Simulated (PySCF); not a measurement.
**How methods differ on the ionisation energy of Nb⁺**

Nb⁺ [Kr] 4d4 (5D) → Nb²⁺ [Kr] 4d3 (4F), as a difference of total energies. All numbers are calculated (PySCF 2.14, scalar relativity by spin-free X2C-1e, in x2c-SVPall (6s5p5d1f, 53 functions)). Correlated levels: valence: [Kr] frozen. The calculations carry no spin-orbit coupling.

```csv
method,ionisation energy (eV),difference from reference (eV)
UHF,13.081,-1.239
M06-L,13.897,-0.423
TPSS,14.279,-0.041
MP2 (valence),13.517,-0.803
SCS-MP2 (valence),13.227,-1.093
```

Reference: 14.32 eV (semi-empirical (NIST evaluation); NIST Atomic Spectra Database, ionization energies).

The reference lies between the lowest fine-structure levels, while these numbers refer to the centres of the terms.

Errors of the correlated levels include the incompleteness of this basis and the frozen core.
